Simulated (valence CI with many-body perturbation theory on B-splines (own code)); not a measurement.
# E1 line list for Dy LI

Calculated by valence CI with perturbative core correlation (CI+MBPT): six valence electrons over a frozen Dirac-Fock core [Ne], a basis of 9 s, 9 p, 8 d, 6 f, 3 g, 1 h functions for each j, with the one-electron correlation potential Σ1, the two-electron term Σ2, the three-electron term Σ3, Breit, model QED; selected CI, second order for the rest, scaled by the run's own slope (own B-spline code, finite nucleus).

No measured spectrum was set against this ion. As an estimate, large intervals hold to a few tenths of a per cent, small ones and those within an open d or f shell to about a per cent. Among the levels kept, up to 1100 cm⁻¹ of a level comes from second order outside the variational space, and about a tenth of that is noise between levels of different J, which matters for small intervals.

Lines 1 to 50 of 168 in falling wavelength, among levels below 494.01 eV, chosen from the strongest by gf and those to the six lowest levels. Wavelengths and rates use the calculated energies. Electric multipoles are in the length gauge with retardation, E1 and E2 with the static RPA response of the core. Weak lines are less certain than strong ones. Lines between different terms over intervals too small for the method are left out, as are lines whose strength nearly cancels. The highest levels of a list are the least certain.

Levels are named by their leading jj configuration (3d3/2^4 stands for four electrons in 3d with j = 3/2), which in mixed levels can hold well under half, so a name can repeat and another be missing. Letters in brackets count levels of one name in rising energy.

| λ vac (nm) | Upper | Lower | A (s⁻¹) | log gf | Branch % |
| --- | --- | --- | --- | --- | --- |
| 1496 | (3s^2 3p1/2^2 3p3/2 3d3/2) J=1 | (3s^2 3p1/2 3p3/2^3) J=2 | 6.82e+01 | -5.16 | 0.0 |
| 755.9 | (3s^2 3p1/2^2 3p3/2 3d3/2) J=3 | (3s^2 3p1/2 3p3/2^3) J=2 | 9.43e+00 | -6.25 | 0.0 |
| 472.1 | (3s^2 3p1/2^2 3p3/2 3d3/2) J=2 | (3s^2 3p1/2 3p3/2^3) J=1 | 4.37e+01 | -6.14 | 0.0 |
| 270.8 | (3s^2 3p1/2 3p3/2^2 3d5/2) J=2 [b] | (3s^2 3p1/2^2 3d3/2 3d5/2) J=2 | 1.34e+03 | -5.13 | 0.0 |
| 239.7 | (3s^2 3p1/2 3p3/2^2 3d5/2) J=1 [b] | (3s^2 3p1/2^2 3d3/2 3d5/2) J=1 | 3.99e+03 | -4.99 | 0.0 |
| 209.6 | (3s^2 3p1/2 3p3/2^3) J=2 | (3s^2 3p1/2^2 3p3/2 3d3/2) J=2 | 6.72e+03 | -4.65 | 0.0 |
| 150.9 | (3s^2 3p1/2 3p3/2^2 3d3/2) J=1 [b] | (3s^2 3p1/2^2 3d3/2^2) J=0 | 2.51e+04 | -4.59 | 0.0 |
| 146.8 | (3s^2 3p1/2 3p3/2^2 3d5/2) J=1 [b] | (3s^2 3p1/2^2 3d3/2 3d5/2) J=2 | 7.67e+03 | -5.13 | 0.0 |
| 132.3 | (3s^2 3p1/2^2 3p3/2 3d3/2) J=1 | (3s^2 3p1/2 3p3/2^3) J=1 | 1.05e+04 | -5.08 | 0.0 |
| 124.9 | (3s^2 3p1/2^2 3p3/2 3d3/2) J=0 | (3s^2 3p1/2 3p3/2^3) J=1 | 3.01e+04 | -5.15 | 100.0 |
| 109.4 | (3s^2 3p1/2 3p3/2^2 3d5/2) J=3 [b] | (3s^2 3p1/2^2 3d3/2 3d5/2) J=3 | 5.89e+03 | -5.13 | 0.0 |
| 105.5 | (3s^2 3p1/2 3p3/2^2 3d5/2) J=3 [c] | (3s^2 3p1/2^2 3d3/2 3d5/2) J=2 | 2.35e+04 | -4.56 | 0.0 |
| 104.1 | (3s^2 3p1/2^2 3d3/2^2) J=2 | (3s^2 3p1/2 3p3/2^2 3d3/2) J=3 [a] | 1.29e+05 | -3.98 | 0.0 |
| 92.82 | (3s^2 3p1/2^2 3d3/2 3d5/2) J=3 | (3s^2 3p1/2 3p3/2^2 3d5/2) J=4 [b] | 1.50e+05 | -3.87 | 0.0 |
| 92.40 | (3s^2 3p1/2 3p3/2^2 3d5/2) J=2 [c] | (3s^2 3p1/2^2 3d3/2 3d5/2) J=1 | 1.93e+04 | -4.91 | 0.0 |
| 74.27 | (3s^2 3p1/2 3p3/2^2 3d5/2) J=2 [c] | (3s^2 3p1/2^2 3d3/2 3d5/2) J=2 | 8.56e+04 | -4.45 | 0.0 |
| 66.81 | (3s^2 3p3/2^4) J=0 | (3s^2 3p1/2 3p3/2^2 3d3/2) J=1 [a] | 4.83e+05 | -4.49 | 0.2 |
| 65.98 | (3s^2 3p1/2^2 3d3/2^2) J=2 | (3s^2 3p1/2 3p3/2^2 3d3/2) J=2 [a] | 3.32e+04 | -4.96 | 0.0 |
| 64.43 | (3s^2 3p1/2 3p3/2^2 3d3/2) J=3 [b] | (3s^2 3p1/2^2 3d3/2^2) J=2 | 2.26e+05 | -4.01 | 0.0 |
| 62.93 | (3s^2 3p1/2 3p3/2^2 3d3/2) J=1 [c] | (3s^2 3p1/2^2 3d3/2^2) J=0 | 2.57e+04 | -5.34 | 0.0 |
| 59.68 | (3s^2 3p1/2^2 3d3/2 3d5/2) J=2 | (3s^2 3p1/2 3p3/2^2 3d5/2) J=1 [a] | 3.25e+04 | -5.06 | 0.0 |
| 58.14 | (3s^2 3p1/2 3p3/2^2 3d5/2) J=3 [c] | (3s^2 3p1/2^2 3d3/2 3d5/2) J=3 | 1.56e+05 | -4.26 | 0.0 |
| 54.43 | (3s^2 3p1/2^2 3d3/2 3d5/2) J=2 | (3s^2 3p1/2 3p3/2^2 3d3/2) J=1 [c] | 3.29e+04 | -5.14 | 0.0 |
| 53.30 | (3s^2 3p1/2^2 3d3/2 3d5/2) J=1 | (3s^2 3p1/2 3p3/2^2 3d5/2) J=0 | 3.11e+05 | -4.40 | 0.0 |
| 51.55 | (3s^2 3p1/2^2 3d3/2 3d5/2) J=1 | (3s^2 3p1/2 3p3/2^2 3d5/2) J=1 [a] | 2.46e+05 | -4.53 | 0.0 |
| 50.81 | (3s^2 3p1/2^2 3d3/2 3d5/2) J=3 | (3s^2 3p1/2 3p3/2^2 3d5/2) J=3 [a] | 1.67e+05 | -4.34 | 0.0 |
| 50.44 | (3s^2 3p1/2 3p3/2^2 3d3/2) J=2 [c] | (3s^2 3p1/2^2 3d3/2^2) J=2 | 4.03e+05 | -4.11 | 0.0 |
| 50.38 | (3s^2 3p1/2^2 3d3/2 3d5/2) J=4 | (3s^2 3p1/2 3p3/2^2 3d5/2) J=5 | 1.04e+06 | -3.45 | 0.0 |
| 47.21 | (3s^2 3p1/2 3p3/2^2 3d5/2) J=2 [c] | (3s^2 3p1/2^2 3d3/2 3d5/2) J=3 | 1.33e+05 | -4.65 | 0.0 |
| 46.58 | (3s^2 3p1/2 3p3/2^2 3d3/2) J=1 [b] | (3s^2 3p3/2^4) J=0 | 3.81e+05 | -4.43 | 0.0 |
| 44.98 | (3s^2 3p1/2^2 3d3/2 3d5/2) J=4 | (3s^2 3p1/2 3p3/2^2 3d5/2) J=4 [b] | 5.50e+05 | -3.82 | 0.0 |
| 44.16 | (3s^2 3p1/2 3p3/2^2 3d3/2) J=1 [b] | (3s^2 3p1/2^2 3d3/2^2) J=2 | 1.23e+05 | -4.97 | 0.0 |
| 43.98 | (3s^2 3p1/2^2 3d3/2 3d5/2) J=3 | (3s^2 3p1/2 3p3/2^2 3d3/2) J=2 [c] | 3.96e+05 | -4.09 | 0.0 |
| 43.70 | (3s^2 3p1/2 3p3/2^2 3d5/2) J=3 [a] | (3s^2 3p1/2^2 3d3/2^2) J=2 | 4.44e+04 | -5.05 | 0.0 |
| 36.50 | (3s^2 3p1/2^2 3d3/2 3d5/2) J=2 | (3s^2 3p1/2 3p3/2^2 3d5/2) J=3 [a] | 1.45e+05 | -4.84 | 0.0 |
| 36.19 | (3s^2 3p1/2^2 3d3/2 3d5/2) J=2 | (3s^2 3p1/2 3p3/2^2 3d3/2) J=1 [b] | 8.00e+05 | -4.10 | 0.0 |
| 33.55 | (3s^2 3p1/2^2 3d3/2^2) J=0 | (3s^2 3p1/2 3p3/2^2 3d3/2) J=1 [a] | 2.77e+06 | -4.33 | 0.0 |
| 33.03 | (3s^2 3p1/2^2 3d3/2 3d5/2) J=1 | (3s^2 3p1/2 3p3/2^2 3d3/2) J=1 [b] | 1.29e+06 | -4.20 | 0.0 |
| 32.84 | (3s^2 3p1/2^2 3d3/2 3d5/2) J=2 | (3s^2 3p1/2 3p3/2^2 3d3/2) J=2 [c] | 1.33e+06 | -3.97 | 0.0 |
| 32.54 | (3s^2 3p1/2 3p3/2^2 3d3/2) J=1 [c] | (3s^2 3p3/2^4) J=0 | 7.62e+05 | -4.44 | 0.0 |
| 32.38 | (3s^2 3p1/2^2 3d3/2 3d5/2) J=4 | (3s^2 3p1/2 3p3/2^2 3d5/2) J=4 [a] | 3.44e+04 | -5.31 | 0.0 |
| 32.11 | (3s^2 3p1/2^2 3d3/2 3d5/2) J=4 | (3s^2 3p1/2 3p3/2^2 3d5/2) J=3 [a] | 7.55e+04 | -4.98 | 0.0 |
| 30.92 | (3s^2 3p1/2 3p3/2^2 3d5/2) J=1 [a] | (3s^2 3p3/2^4) J=0 | 4.69e+06 | -3.70 | 0.0 |
| 30.22 | (3s^2 3p1/2^2 3d3/2 3d5/2) J=1 | (3s^2 3p1/2 3p3/2^2 3d3/2) J=2 [c] | 6.12e+05 | -4.60 | 0.0 |
| 29.93 | (3s^2 3p3/2^4) J=0 | (3s 3p1/2^2 3p3/2^3) J=1 | 1.66e+07 | -3.65 | 7.5 |
| 26.90 | (3s^2 3p1/2^2 3d3/2 3d5/2) J=3 | (3s^2 3p1/2 3p3/2^2 3d3/2) J=2 [b] | 4.98e+05 | -4.42 | 0.0 |
| 25.97 | (3s^2 3p1/2^2 3d3/2 3d5/2) J=4 | (3s^2 3p1/2 3p3/2^2 3d3/2) J=3 [b] | 5.09e+06 | -3.33 | 0.0 |
| 25.57 | (3s^2 3p1/2^2 3p3/2 3d5/2) J=2 | (3s^2 3p1/2 3p3/2^3) J=2 | 6.94e+06 | -3.47 | 0.0 |
| 22.28 | (3s^2 3p1/2^2 3d3/2 3d5/2) J=2 | (3s^2 3p1/2 3p3/2^2 3d3/2) J=2 [b] | 5.14e+05 | -4.72 | 0.0 |
| 21.80 | (3s^2 3p1/2^2 3d3/2 3d5/2) J=3 | (3s^2 3p1/2 3p3/2^2 3d3/2) J=4 | 3.49e+06 | -3.76 | 0.0 |
